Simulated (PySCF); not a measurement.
[Pb(CH3)2]2+: one run

[Pb(CH3)2]2+ (singlet). PySCF 2.14.0, RKS CAM-B3LYP, Pb def2-SVP with ECP60, C def2-SVP, H def2-SVP; non-relativistic Hamiltonian with scalar-relativistic core potentials where named; density fitting; no spin-orbit coupling. Purpose: singlet excitations, Tamm-Dancoff CAM-B3LYP.

```python
mol = gto.M(atom='''
Pb     0.00000    -0.00000     0.77893
C      2.29325    -0.00000     0.77611
H      2.54487    -0.00000    -0.30071
H      2.54835     0.93196     1.31328
H      2.54835    -0.93196     1.31328
C     -2.29325     0.00000     0.77611
H     -2.54487     0.00000    -0.30071
H     -2.54835    -0.93196     1.31328
H     -2.54835     0.93196     1.31328''',
    basis={'Pb': 'def2-SVP', 'C': 'def2-SVP', 'H': 'def2-SVP'},
    ecp={'Pb': 'def2-SVP'},
    charge=2, spin=0)
mf = dft.RKS(mol, xc='CAMB3LYP')
mf.grids.atom_grid = (50, 194)
mf = mf.density_fit()  # fitting sets: Pb def2-universal-JKFIT, C def2-universal-JKFIT, H def2-universal-JKFIT
mf.conv_tol = 1e-08; mf.max_cycle = 55
mf.kernel(dm0)  # dm0: converged density of the relaxed state
td = mf.TDA(); td.nstates = 8; td.kernel()
```

Run from Python with OMP_NUM_THREADS=2; the lines above give its settings. Where DIIS fails, smearing, a level shift and second-order steps follow.
It took 31 s on 2 threads of Intel(R) Xeon(R) Platinum 8259CL CPU @ 2.50GHz (Skylake/Cascade Lake), with other jobs on the host, from an already converged density.

Question: Where do the frontier levels lie, over both spins?

Answer: HOMO -20.44 eV, LUMO -12.82 eV. 

Question: What are the Mulliken charges and spins?

Answer: 
```csv
atom,charge (e),spin (e)
Pb1,1.190,0.000
C2,-0.189,0.000
H3,0.198,0.000
H4,0.198,0.000
H5,0.198,0.000
C6,-0.189,0.000
H7,0.198,0.000
H8,0.198,0.000
H9,0.198,0.000
```

Question: Which singlet excitations follow (Tamm-Dancoff, 8 states)?

Answer: 
```json
{"state": "1", "eV": "4.02", "oscillator strength": "0.0000"}
{"state": "2", "eV": "4.02", "oscillator strength": "0.0000"}
{"state": "3", "eV": "6.65", "oscillator strength": "0.7884"}
{"state": "4", "eV": "7.45", "oscillator strength": "0.0000"}
{"state": "5", "eV": "7.45", "oscillator strength": "0.0000"}
{"state": "6", "eV": "7.59", "oscillator strength": "0.0000"}
{"state": "7", "eV": "7.60", "oscillator strength": "0.0050"}
{"state": "8", "eV": "7.60", "oscillator strength": "0.0053"}
```

The geometry was relaxed with TPSS (Pb def2-SVP with ECP60, C def2-SVP, H def2-SVP).
